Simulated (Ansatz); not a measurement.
Relaxation of AlClFH₅OSi (10 atoms, charge 0, multiplicity 1), to a largest force component of 0.03 eV/Å in at most 50 steps.

All numbers below come from RKS PBE0-D4/def2-SVP (Ansatz).

```xyz
10
Properties=species:S:1:pos:R:3:forces:R:3
Al -0.005 0.533 -0.563 0.01 -0.24 0.44
O -0.037 0.143 2.372 -0.08 0.78 -0.74
Si -1.399 -0.381 3.213 0.03 -0.02 -0.01
H -2.264 -1.214 2.328 -0.01 0.00 0.00
H -0.936 -1.196 4.369 0.00 0.00 0.00
H -2.177 0.800 3.695 0.00 0.01 0.00
F 1.391 -0.074 -1.220 -0.02 0.03 0.00
Cl -1.820 -0.374 -1.054 0.00 0.00 -0.01
H 0.028 1.820 0.327 0.02 0.24 -0.15
H -0.065 1.067 2.034 0.04 -0.79 0.47
```

Q: Where does it end, and by what steps?

A: It converged. The force dipped under the threshold on the way, but the program's further checks kept it going. After 40 steps the energy has fallen by 1.125 eV; H10 moved furthest, 1.52 Å. Joined: Al1–O2 (2.96 → 1.95 Å).

```tsv
step	energy less start (eV)	largest force component (eV/Å)	accepted
0	0.0000	0.790	yes
2	-0.4208	2.309	yes
4	-0.8469	0.539	yes
6	-0.9665	0.482	yes
8	-1.0091	0.309	yes
10	-1.0531	0.237	yes
12	-1.0877	0.136	yes
14	-1.0981	0.124	yes
16	-1.1035	0.043	yes
18	-1.1051	0.024	yes
20	-1.1065	0.133	yes
22	-1.1079	0.116	yes
24	-1.1087	0.065	yes
26	-1.1094	0.123	yes
28	-1.1102	0.226	yes
30	-1.1114	0.361	yes
32	-1.1152	0.228	yes
34	-1.1190	0.200	yes
36	-1.1196	0.431	no
38	-1.1246	0.086	yes
40	-1.1248	0.012	yes
```

```xyz
10
Properties=species:S:1:pos:R:3
Al -0.245 0.779 0.030
O -0.117 0.235 1.899
Si -1.407 -0.338 2.910
H -1.797 -1.708 2.499
H -0.832 -0.344 4.283
H -2.482 0.667 2.760
F 1.147 -0.089 -0.357
Cl -2.093 -0.199 -0.416
H -0.192 2.349 -0.063
H 0.734 -0.228 1.957
```

The run took 2.5 min on 2 threads of Arm Neoverse V1, with other jobs on the host, peak memory 0.23 GiB.
